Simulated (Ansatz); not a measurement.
The same path of BCl2H3Si + CH4 (12 atoms, charge 0, multiplicity 1) was run twice with different band settings. Lost on the way: B1–Si2, H5–C6. Made: B1–C6, Si2–H5.

Level of theory: Ansatz 0.2.0, RKS PBE-D4/6-31G*.

Relaxed end points:

```xyz
12
Properties=species:S:1:pos:R:3
B 0.522 -0.531 1.477
Si 1.407 1.082 0.623
Cl 1.177 -2.150 1.232
Cl -0.882 -0.341 2.525
H -1.306 0.567 -1.244
C -1.437 -0.511 -1.428
H 0.429 2.197 0.407
H 2.474 1.573 1.563
H 2.062 0.723 -0.677
H -2.007 -0.959 -0.600
H -0.452 -0.997 -1.508
H -1.987 -0.654 -2.371
```

```xyz
12
Properties=species:S:1:pos:R:3
B -0.748 -1.222 0.629
Si 1.620 1.766 0.089
Cl 0.614 -2.305 0.944
Cl -1.255 -0.141 1.938
H 0.811 0.830 -0.758
C -1.516 -1.261 -0.732
H 0.767 2.932 0.485
H 2.100 1.045 1.309
H 2.793 2.251 -0.708
H -2.300 -2.042 -0.666
H -0.861 -1.542 -1.572
H -2.026 -0.311 -0.958
```

Common settings: movable images 7; climbing image yes; optimiser quadratic models (default); start path through a guess of the saddle point; force threshold 0.05 eV/Å; iteration limit 60; end points relaxed.

| run | spring |
| --- | --- |
| 1 | 5.0 eV/Å² |
| 2 | 20.0 eV/Å² |

(1) What does each run give, and how far can it be trusted?

Answers

(1) Run 1: converged after 14 iterations, highest image 1.302 eV above the first end. A vibrational analysis at the climbing image gives one clearly imaginary mode, 922i cm⁻¹: a first-order saddle point.
Run 2: converged after 17 iterations, highest image 1.302 eV above the first end. Another band between the same ends (7 images) ends at a top of the same energy, where a vibrational analysis finds 1 clearly imaginary mode.
The orbitals stay closed-shell, which can raise the energy where a bond breaks towards radicals; this wasn't checked here.
